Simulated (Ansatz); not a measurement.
Cost and result for the atomization energy of `[NH2][Al]([SiH3])[CH2][SiH3]` (15 atoms, 14 bonds).

```xyz
15

N     0.399    0.980    1.772
Al   -0.420    0.434    0.303
Si   -1.863    2.033   -0.867
C    -0.101   -1.403   -0.283
Si    1.698   -1.882   -0.283
H     0.309    1.900    2.173
H     1.037    0.424    2.320
H    -1.407    2.253   -2.271
H    -1.901    3.367   -0.201
H    -3.270    1.543   -0.950
H    -0.521   -1.554   -1.284
H    -0.639   -2.080    0.393
H     2.258   -1.775    1.095
H     2.483   -0.966   -1.159
H     1.937   -3.274   -0.757
```

Charge 0, multiplicity 1. All single points use the PBE0-D4/def2-TZVP geometry. It is one conformer, not always the lowest. Program: Ansatz. All runs use 2 threads of an AMD EPYC 7R13 on a shared host and a share of an NVIDIA H100 80 GB. Times are those of one run each, without the atoms' runs, and a repeat can differ threefold. Electronic energies, without spin–orbit coupling; frozen cores. CCSD(T)/CBS adds CCSD(T) − MP2 in def2-TZVPP to the MP2 limit, and its time is that of the two runs behind it. T1 = 0.012. B3LYP takes the VWN-RPA correlation (the form of Gaussian; ORCA's B3LYP/G).

CCSD(T)/CBS is a level of theory with its own doubt, some kJ/mol a heavy atom from the limit and from the frozen cores, so smaller differences don't rank the functionals.

```
                             level  functions  wall time
 B3LYP-D4/def2-TZVPP (with forces)        328      2.2 s
                ωB97X-V/def2-TZVPP        328      2.2 s
                 B2PLYP/def2-TZVPP        328      2.3 s
                PBE0-D4/def2-TZVPP        328        3 s
  ωB97M-V/def2-TZVPP (with forces)        328      3.2 s
   PBE-D4/def2-TZVPP (with forces)        328      3.3 s
r2SCAN-D4/def2-TZVPP (with forces)        328      3.7 s
                    MP2/def2-QZVPP        624      3.8 s
                CCSD(T)/def2-TZVPP        328      4.9 s
                 CCSD(T)/CBS(def2)          –      8.8 s
```

(1) What atomization energy does each give, and how far from CCSD(T)/CBS? (Best estimate.)

## Answers

(1) Ansatz gave: 
```csv
level,atomization (kcal/mol),difference from CCSD(T)/CBS,per bond
B3LYP-D4/def2-TZVPP (with forces),1153.3,-1.3,-0.1
ωB97X-V/def2-TZVPP,1160.8,6.2,0.4
B2PLYP/def2-TZVPP,1137.3,-17.3,-1.2
PBE0-D4/def2-TZVPP,1143.1,-11.5,-0.8
ωB97M-V/def2-TZVPP (with forces),1154.8,0.2,0.0
PBE-D4/def2-TZVPP (with forces),1150.6,-4.0,-0.3
r2SCAN-D4/def2-TZVPP (with forces),1151.8,-2.8,-0.2
MP2/def2-QZVPP,1140.5,-14.1,-1.0
CCSD(T)/def2-TZVPP,1124.4,-30.2,-2.2
CCSD(T)/CBS(def2),1154.6,0.0,0.0
```

The D4 term adds +12.5 kcal/mol with B3LYP and +6.7 kcal/mol with PBE0; it sums over pairs of atoms, weighted by their polarisabilities, and B3LYP, whose exchange is more repulsive, gets the larger term. From PBE to PBE0 (25 % exact exchange), in def2-TZVPP and without D4, the atomization energy moves by −6.5 kcal/mol: exact exchange takes away binding that semilocal exchange gives to molecules. In def2-TZVPP, CCSD(T) changes the Hartree–Fock value by +265.4 kcal/mol (the triples alone add +12.1 kcal/mol) and MP2 by +263.5 kcal/mol; breaking electron pairs costs correlation energy, which Hartree–Fock lacks.
